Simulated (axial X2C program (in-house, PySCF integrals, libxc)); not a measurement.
**In₂⁺: cheaper levels and CCSD(T), with spin–orbit coupling**

Calculated with an in-house all-electron X2C program for linear molecules (integrals from PySCF). Two-component (2c) means X2C with spin–orbit coupling and atomic mean-field two-electron Coulomb and Gaunt terms. Basis: In dyall-cv3z [11s12p9d4f1g] (cores contracted in-house); Gaussian nuclei, density fitting, unrestricted open shells. Masses: In 114.904 u.

State: Ω = 1/2 (⟨Sz⟩ = 0.49, ⟨Lz⟩ = 0.01 at HF); fragments In+ + In.

```
level  Re (Å)  ωe (cm⁻¹)  De (eV)
 PBE0   3.605       64.7      n/a
   HF   3.673       66.4    0.929
  MP2   3.612       68.7     1.06
 CCSD   3.606       70.1     1.07
TPSSh   3.628       61.3      n/a
```

Correlated methods: 5 electrons correlated (number of frozen shells: In 4 s, 3 p, 2 d), 323 virtual spin orbitals or spinors in MP2, 89 natural virtuals in coupled cluster.

CCSD(T), same Hamiltonian and basis:

Re = 3.595 Å, ωe = 70.8 cm⁻¹, De = 1.09 eV; T1 = 0.021 (Lee–Taylor normalisation).

**Question.** Give the differences from CCSD(T) in the columns below.

**Answer.** 

```json
{"level": "PBE0", "ΔRe (Å)": "0.010", "Δωe (cm⁻¹)": "-6.1", "ΔDe (eV)": "n/a"}
{"level": "HF", "ΔRe (Å)": "0.078", "Δωe (cm⁻¹)": "-4.4", "ΔDe (eV)": "-0.16"}
{"level": "MP2", "ΔRe (Å)": "0.017", "Δωe (cm⁻¹)": "-2.1", "ΔDe (eV)": "-0.03"}
{"level": "CCSD", "ΔRe (Å)": "0.011", "Δωe (cm⁻¹)": "-0.7", "ΔDe (eV)": "-0.02"}
{"level": "TPSSh", "ΔRe (Å)": "0.033", "Δωe (cm⁻¹)": "-9.5", "ΔDe (eV)": "n/a"}
```

The state is a single determinant with fixed occupations, the lowest that a limited PBE0 search found. Dissociation energies refer to the lowest single-determinant-based atoms at the same level and basis. De is not given where an atomic determinant may have missed its ground term or J level, or where the truncated virtual space spoils (T). Density functionals use the spin component along the axis (collinear). CCSD and (T) use frozen natural virtuals with an MP2 correction for the truncation; (T) itself is uncorrected, so its De runs slightly low. The functionals have no current-density term, which raises determinants with orbital currents, atoms included. With the outer-core shells frozen, correlated bond lengths of heavy atoms tend to come out a few hundredths of an ångström too long.
